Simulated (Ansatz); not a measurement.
Consider the atomization: `BNBN[SiH3]` → 2 B• + 8 H• + 2 N• + Si•.

Calculated with Ansatz (gas phase, PBE0-D4/def2-TZVP geometries, no zero-point term in ΔE). CCSD(T)/CBS is the MP2 limit (def2-TZVPP, def2-QZVPP) plus CCSD(T) − MP2 in def2-TZVPP, frozen cores. This one scheme is used for every species, atoms too. Functionals use def2-TZVPP. B3LYP here is the variant with VWN-RPA as its local correlation; programs differ in this. No spin–orbit coupling; open shells (•) take unrestricted orbitals. Spin–orbit coupling would lower the free atoms: a little for B, Si. One conformer a species, not always the lowest.

`BNBN[SiH3]`:

```xyz
13

B    -0.508   -1.569    0.958
N     0.804   -1.303    0.546
B     1.299   -0.331   -0.402
N     0.558    0.781   -0.851
Si   -0.938    1.528   -0.355
H    -1.413   -0.922    0.516
H    -0.721   -2.458    1.731
H     1.514   -1.931    0.895
H     2.415   -0.479   -0.819
H     1.053    1.326   -1.542
H    -1.063    1.536    1.123
H    -0.860    2.929   -0.852
H    -2.141    0.893   -0.948
```

```
         level  ΔE (kJ/mol)
        PBE-D4       4768.4
       PBE0-D4       4711.3
       ωB97X-V       4744.3
         B3LYP       4713.9
 HF/def2-TZVPP       3531.7
  HF/CBS(def2)       3541.9
 MP2/CBS(def2)       4747.9
CCSD/CBS(def2)       4646.2
```

Question: What does CCSD(T)/CBS give? (Best estimate.)

Answer: The calculation gave: +4701.3 kJ/mol. The listed levels differ from it by 67.1, 10.0, 43.0, 12.6, -1169.6, -1159.4, 46.6, -55.1 kJ/mol.

Largest T1 diagnostic among the species: 0.014.

From PBE to PBE0 (25 % exact exchange), in def2-TZVPP and without D4, ΔE moves by −53.0 kJ/mol: exact exchange takes away binding that semilocal exchange gives to molecules. The D4 term adds +42.9 kJ/mol with B3LYP and +22.6 kJ/mol with PBE0; it sums over pairs of atoms, weighted by their polarisabilities, and B3LYP, whose exchange is more repulsive, gets the larger term.

For atomizations the MP2-based limit and the directly extrapolated one differ by several kJ/mol either way, and by 10 to 25 for some Ge, Se and Sn compounds, so smaller differences from it don't rank the levels.
